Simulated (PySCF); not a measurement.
# TaHF + F₂ → TaF₂ + HF

Level: PBE0 in the def2-TZVP basis family, computed in PySCF with density fitting; scalar-relativistic core potentials for atoms from Rb on, none lighter, no spin–orbit coupling; open shells unrestricted.

```csv
species,state and structure,E (Eh),ZPE (kJ/mol),H(298 K) − H(0) (kJ/mol),S° (J/(mol K))
TaHF,"quartet, Cs, Ta–F 1.861 Å, Ta–H 1.807 Å; F–Ta–H 131.4°",-157.33758,17.2,11.0,277.1
F₂,"singlet, D∞h, F–F 1.376 Å",-199.40856,6.6,8.7,201.9
TaF₂,"quartet, D∞h, Ta–F 1.880 Å (×2)",-256.64760,8.4,13.8,297.7
HF,"singlet, C∞v, H–F 0.920 Å",-100.39188,24.9,8.7,173.6
```

(1) What is the electronic reaction energy?

(2) Add zero-point, thermal and entropy terms for 298.15 K and 1 bar.

## Answers

(1) At PBE0/def2-TZVP, ΔE = -770.2 kJ/mol from the differences of the total energies times 2625.5, downhill. Fluorination of this kind underlies dry etching and chamber cleaning.

(2) ΔZPE = 9.5 and Δ[H(298) − H(0)] = 2.8 kJ/mol give ΔH° = -757.9 kJ/mol. ΔS° = -7.7 J/(mol K), so ΔG° = -757.9 − 298.15 × (-0.0077) = -756 kJ/mol.

Spin–orbit coupling can matter for TaHF, TaF₂ and is left out. Open d or f shells are single determinants, so the state found may not be the ground state. Only the bonding shown was studied: isomers, or loss of a ligand pair, can lie lower.
